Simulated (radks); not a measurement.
Values are calculated unless marked as measured or tabulated.
Species: the tellurium ion Te12+. Configuration: [Kr] 4d4.

Code: a radial shooting solver on a logarithmic mesh with Libxc functionals. Model: non-relativistic Kohn-Sham, PBE, spin-polarised, spherical densities, point nucleus; open shells are filled with parallel spins first (spin-orbit coupling, left out, can overturn this in heavy ions); relativity is left out, which matters for an element this heavy.

Energy parts (eV):
| part | energy |
|---|---|
| total | -178650.113 |
| kinetic | 178594.837 |
| electron-nucleus | -414399.015 |
| Hartree | 61567.830 |
| exchange-correlation | -4413.764 |

Orbitals (lengths in bohr, moments of r in powers of bohr; r(max) is where P^2 peaks):
\begin{tabular}{lrrrrr}
orbital & occ. & eigenvalue (eV) & <1/r> & r(max) & <r^2> \\ \hline
1s up & 1 & -30647.84 & 51.47 & 0.01936 & 0.001143 \\
1s down & 1 & -30647.83 & 51.47 & 0.01936 & 0.001143 \\
2s up & 1 & -4801.643 & 11.80 & 0.1070 & 0.01864 \\
2s down & 1 & -4799.826 & 11.80 & 0.1070 & 0.01863 \\
2p up & 3 & -4521.397 & 11.81 & 0.08372 & 0.01401 \\
2p down & 3 & -4520.048 & 11.81 & 0.08371 & 0.01400 \\
3s up & 1 & -1147.434 & 4.301 & 0.3050 & 0.1279 \\
3s down & 1 & -1146.576 & 4.302 & 0.3051 & 0.1277 \\
3p up & 3 & -1030.658 & 4.227 & 0.2915 & 0.1224 \\
3p down & 3 & -1029.683 & 4.228 & 0.2915 & 0.1222 \\
3d up & 5 & -814.6509 & 4.096 & 0.2376 & 0.1030 \\
3d down & 5 & -813.1384 & 4.096 & 0.2378 & 0.1029 \\
4s up & 1 & -378.1319 & 1.835 & 0.7112 & 0.6397 \\
4s down & 1 & -372.2297 & 1.835 & 0.7103 & 0.6407 \\
4p up & 3 & -335.7532 & 1.755 & 0.7260 & 0.6821 \\
4p down & 3 & -329.8944 & 1.754 & 0.7252 & 0.6842 \\
4d up & 4 & -262.1099 & 1.589 & 0.7539 & 0.7816 \\
4d down & 0 & -256.4104 & 1.585 & 0.7534 & 0.7881 \\
\end{tabular}

The highest occupied level is 4d up at -262.11 eV. Summed over all electrons, <r^2> = 10.65 bohr^2, which gives a Langevin (diamagnetic) susceptibility term of -8.43 x 10^-6 cm^3/mol. Spin moment in Bohr magnetons: 4. The electron density at the nucleus is 9.918e+04 e/bohr^3. Virial ratio -V/T = 2.00031.
